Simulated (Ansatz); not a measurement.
```yaml
crystal:
  periodic: [false, false, false]
  atoms:
    - {symbol: Au, position_ang: [-0.001781, -0.007562, 0.022001]}
    - {symbol: Au, position_ang: [-2.457907, 0.388008, 0.656191]}
    - {symbol: Au, position_ang: [2.505341, -0.429410, -0.717683]}
basis:
  gaussian: {orbitals: def2-mTZVPP}
magnetization: {spin_polarized: false, initial_magnetization: 1}
hamiltonian: {xc: {name: HF}}
scf: {omitted_lower_state_checks: [starts]}
```

```sh
$ ansatz run in.yaml --threads 4 --pin off --events-out ev --progress --plain --max-ram 3916MiB
```

Shortened log:

```
Functional definition: HF
1287 factors; integrals over basis functions are off by at most 8.8e-5 eV
mean field evaluation 1: about -11001.6832 eV, gradient 3.4e1 eV
mean field evaluation 2: about -11001.9332 eV, gradient 3.4e1 eV
mean field evaluation 4: about -11003.8606 eV, gradient 1.1e0 eV
mean field evaluation 8: about -11003.8911 eV, gradient 3.3e-1 eV
mean field evaluation 16: about -11003.9004 eV, gradient 2.4e-1 eV
mean field -11003.92787452 eV, -404.3868906583 hartree, gradient 2.5e-5 eV, S^2 0.750000; 0 other end points of the search recorded, 0 dependent functions left out
reference -11003.92787452 eV, -404.3868906583 hartree; 29, 28 occupied and 79, 80 virtual orbitals, 1287 factors
Total energy: -11003.92787452 eV, -404.3868906583 hartree
Checks for a lower state left out: starts
```

It took 0.9 s on 4 threads of Arm Neoverse V2 on a shared host.

In the def2 sets Au takes a core potential; there is no spin–orbit coupling.

With spin_polarized false and unpaired electrons the run is restricted open-shell.
